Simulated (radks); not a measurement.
Question: Species: Mo2+. Configuration: [Kr] 4d4. Calculated with a radial shooting solver on a logarithmic mesh with Libxc functionals: Dirac Kohn-Sham, PBE, spin-unpolarised, spherical densities, finite nucleus; open shells fill j = l - 1/2 first; Fermi nuclear charge, rms radius 4.4091 fm. Some entries of the table are withheld. Estimate them.

orbital  occ.  eigenvalue (eV)  r(max) (bohr)  <1/r> (bohr^-1)
1s1/2       2        -19830.90        0.02287            43.55
2s1/2       2        -2816.077            (1)            9.913
2p1/2       2              (2)            (3)            9.889
2p3/2       4              (4)            (5)            9.416
3s1/2       2        -494.6479         0.3838            3.391
3p1/2       2              (6)         0.3710            3.289
3p3/2       4              (7)         0.3803            3.176
3d3/2       4        -241.2349         0.3210            2.987
3d5/2       6        -237.9131         0.3238            2.957
4s1/2       2         -82.5799         0.9890              (8)
4p1/2       2         -58.3254          1.054            1.117
4p3/2       4         -55.8117          1.078            1.085
4d3/2       4         -20.8876          1.341           0.7724
4d5/2       0         -20.6382          1.352           0.7648

Answer: 
(1) 2s1/2 r(max) (bohr): 0.1297
(2) 2p1/2 eigenvalue (eV): -2592.102
(3) 2p1/2 r(max) (bohr): 0.1009
(4) 2p3/2 eigenvalue (eV): -2485.542
(5) 2p3/2 r(max) (bohr): 0.1048
(6) 3p1/2 eigenvalue (eV): -409.4185
(7) 3p3/2 eigenvalue (eV): -391.8733
(8) 4s1/2 <1/r> (bohr^-1): 1.238
